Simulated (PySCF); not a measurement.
H3AlO3, charge +1, quartet, at a GFN2-xTB geometry of the parent state (such geometries of metal compounds can be far from the true shape) (a state made from the parent by changing its charge; the spin is typed, not shown lowest); PySCF with SVWN5/6-31G.

The PySCF input:
```python
from pyscf import gto, scf, dft

mol = gto.M(
    atom='''
Al   -0.00000000   -0.00000000   -0.00000000
O    -1.08597176   -1.25217867    0.07815260
H    -1.93325027   -1.43797965   -0.30182312
O    -0.33424217    1.33110871   -0.93264447
H     0.10698534    2.14443421   -1.13414960
O     1.42021393   -0.07893003    0.85449188
H     1.82626493   -0.70645456    1.43597272
''',
    basis='6-31g',
    charge=1,
    spin=3,
    verbose=3,
)

mf = dft.UKS(mol)
mf.xc = 'lda,vwn'
mf.kernel()
```

**Question.** What does PySCF print? Leave out banner, timings and long lists.

**Answer.** 
```
converged SCF energy = -466.632545637411  <S^2> = 3.7539772  2S+1 = 4.0019881
```
